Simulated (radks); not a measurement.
Results of a calculation; reference values are marked as such.
Spherical quantum dot in the effective-mass picture: electrons in a well V = -V0 / (1 + exp((r - R)/a)) with V0 = 10.2, R = 5.98, a = 0.55, all in effective atomic units (hartree* = m*/eps^2 hartree, bohr* = eps/m* bohr), one dielectric constant everywhere. Level of theory: non-relativistic Kohn-Sham, LDA (Slater exchange, Perdew-Wang correlation), spin-polarised, spherical densities (a radial shooting solver with Libxc functionals). Levels are named by radial order and angular momentum (1s, 1p, 1d, 2s, ...), and open shells are averaged over m.

N = 28, configuration 1s2 1p6 1d10 1f(up 7, down 3). This is the lowest configuration that the search found. Occupied and some empty levels:

level    occupation  eigenvalue (hartree*)  <r> (bohr*)
1s up             1                -3.4372        3.753
1s down           1                -3.4136        3.735
1p up             3                -3.3532        3.885
1p down           3                -3.3285        3.877
1d up             5                -3.2062        4.015
1d down           5                -3.1806        4.011
1f up             7                -3.0055        4.134
1f down           3                -2.9794        4.133
2s up             0                -2.8162        2.655
2s down           0                -2.8067        2.649
1g up             0                -2.7571        4.243
1g down           0                -2.7309        4.244
2p up             0                -2.5690        3.128
2p down           0                -2.5562        3.122
2d up             0                -2.2756        3.443
2d down           0                -2.2603        3.438

Energy (hartree*): total -176.224, kinetic 13.477, external -270.84, Hartree 90.176, exchange-correlation -9.0333.
